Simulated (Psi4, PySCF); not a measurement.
Conformational energy of SMILES C#C[SiH2][SiH2]C#N. Scanned: dihedral C2–Si3–Si4–C5; all other coordinates were relaxed at B3LYP-D3(BJ)/def2-SVP. Points at φ and −φ are mirror images. Heavy atoms are numbered in the order of the SMILES C#C[SiH2][SiH2]C#N, hydrogens after them in the order of the atoms that carry them; the mirror image has the same energies with the sign of each dihedral reversed.

Computed with: RKS-B3LYP/3-21G = restricted B3LYP/3-21G // B3LYP-D3(BJ)/def2-SVP in PySCF; MP2/cc-pVTZ = Psi4 with DF-MP2 (frozen core)/cc-pVTZ // B3LYP-D3(BJ)/def2-SVP.

Energies relative to the lowest point of each profile, in kcal/mol:

| φ / ° | RKS-B3LYP/3-21G |
|---|---|
| -150 | 0.54 |
| -120 | 1.08 |
| -90 | 0.68 |
| -60 | 0.37 |
| -30 | 0.93 |
| 0 | 1.36 |
| 30 | 0.93 |
| 60 | 0.37 |
| 90 | 0.68 |
| 120 | 1.08 |
| 150 | 0.54 |
| 180 | 0.00 |

What does MP2/cc-pVTZ give at the same points?

-150: 0.58; -120: 1.21; -90: 0.65; -60: 0.06; -30: 0.55; 0: 1.09; 30: 0.55; 60: 0.06; 90: 0.65; 120: 1.21; 150: 0.58; 180: 0.00 (kcal/mol).
